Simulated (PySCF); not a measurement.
These are ωB97X-D3(BJ)/def2-TZVP // B3LYP-D3(BJ)/def2-TZVP in PySCF values and carry that method's errors. All species are isolated molecules in the gas phase. Delta-SCF ions had no search for a lower state. Excitations are Tamm–Dancoff values on a coarser integration grid. The basis has no diffuse functions, so Rydberg states are missing or too high.

Reference species (SMILES): `[CH3][Ga]([CH3])[CH3]` (neutral, multiplicity 1).

* **T1 excitation (TDA)**: 5.35 eV
* **vertical ionisation energy (Delta-SCF)**: 9.66 eV
* **S1 oscillator strength**: 0.000
* **HOMO**: -9.81 eV

Changed species: `[Ga]([CH3])([Cl])[Cl]` (1 of 3 Cl replaced by CH3; the reference has 3 of 3 Cl replaced by CH3).

### Question
Predict the effect on the T1 excitation (TDA), vertical ionisation energy (Delta-SCF), S1 oscillator strength and HOMO.

### Answer
the T1 excitation (TDA) goes up by 0.88 eV, to 6.23 eV; the vertical ionisation energy (Delta-SCF) rises by 1.57 eV, to 11.23 eV; the S1 oscillator strength is nearly the same; the HOMO decreases by 1.39 eV, to -11.20 eV.
